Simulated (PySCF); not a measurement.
Mo(S)2(OH)(Me) (CH4MoOS2), SMILES [OH][Mo](=[S])(=[S])[CH3], multiplicity 1.

Coordinates come from a B3LYP-D3(BJ)/def2-SVP optimisation. The multiplicity is an assumed one; other spin states were not compared. The def2 effective core potentials stand for the cores of Mo; spin–orbit coupling is left out. Other conformers were not sampled.

The numbers are results of B3LYP-D3(BJ)/def2-SVP (PySCF 2.14.0), not measurements.

Frequencies are harmonic and unscaled.

Computed normal modes with their intensities:
| mode | ν (cm⁻¹) | IR (km/mol) | Raman (Å⁴/amu) | depolarisation | moving atoms (share of kinetic energy) |
|---|---|---|---|---|---|
| 1 | 161 | 0.8 | 2.6 | 0.73 | S 34 %, Mo 29 %, O 20 %, H 10 % |
| 2 | 178 | 1.4 | 8.4 | 0.75 | S 42 %, C 21 %, O 20 %, H 15 % |
| 3 | 181 | 1.9 | 6.8 | 0.75 | C 36 %, S 29 %, H 28 % |
| 4 | 182 | 3.0 | 4.9 | 0.62 | S 41 %, Mo 19 %, H 15 %, C 13 %, O 11 % |
| 5 | 196 | 0.1 | 0.6 | 0.73 | H 90 % |
| 6 | 202 | 7.7 | 4.4 | 0.70 | O 50 %, S 24 %, H 13 %, Mo 11 % |
| 7 | 331 | 79.1 | 2.3 | 0.52 | H 80 %, O 16 % |
| 8 | 534 | 28.2 | 24.9 | 0.03 | C 48 %, H 23 %, S 22 % |
| 9 | 555 | 23.5 | 20.2 | 0.21 | S 57 %, Mo 20 %, C 13 %, H 8 % |
| 10 | 566 | 76.5 | 9.4 | 0.70 | S 47 %, H 22 %, Mo 22 % |
| 11 | 596 | 130.2 | 4.5 | 0.52 | H 59 %, O 17 %, S 12 % |
| 12 | 635 | 33.2 | 5.7 | 0.28 | H 77 %, C 12 % |
| 13 | 693 | 18.5 | 1.4 | 0.75 | H 74 %, C 15 % |
| 14 | 746 | 93.4 | 5.1 | 0.24 | O 66 %, Mo 19 %, H 13 % |
| 15 | 1185 | 1.8 | 0.7 | 0.60 | H 80 %, C 20 % |
| 16 | 1396 | 10.1 | 16.4 | 0.75 | H 94 % |
| 17 | 1402 | 9.4 | 14.9 | 0.75 | H 95 % |
| 18 | 3019 | 1.7 | 183.2 | 0.04 | H 98 % |
| 19 | 3123 | 0.6 | 83.2 | 0.75 | H 90 %, C 10 % |
| 20 | 3145 | 0.8 | 68.6 | 0.73 | H 91 %, C 9 % |
| 21 | 3824 | 268.9 | 133.1 | 0.29 | H 94 % |
